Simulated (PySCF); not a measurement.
dibromo(fluoro)methane (CHBr2F), SMILES FC(Br)Br.

Coordinates come from a PBE0-D3(BJ)/def2-SVP optimisation.

Computed with PBE/def2-TZVPD run with PySCF.

Symmetry labels are those of the subgroup Cs that the program uses (full group Cs).

Question: List the valence orbital energies around the gap with their symmetry. (The exact figures need the calculation; the answer reports its results.)

Answer: 
```tsv
orbital	symmetry	energy (eV)
HOMO−7	A'	-12.82
HOMO−6	A"	-12.71
HOMO−5	A'	-9.71
HOMO−4	A"	-9.49
HOMO−3	A'	-8.01
HOMO−2	A'	-7.50
HOMO−1	A"	-7.47
HOMO	A"	-7.11
LUMO	A'	-2.38
LUMO+1	A"	-1.18
LUMO+2	A'	-0.33
LUMO+3	A'	0.35
```
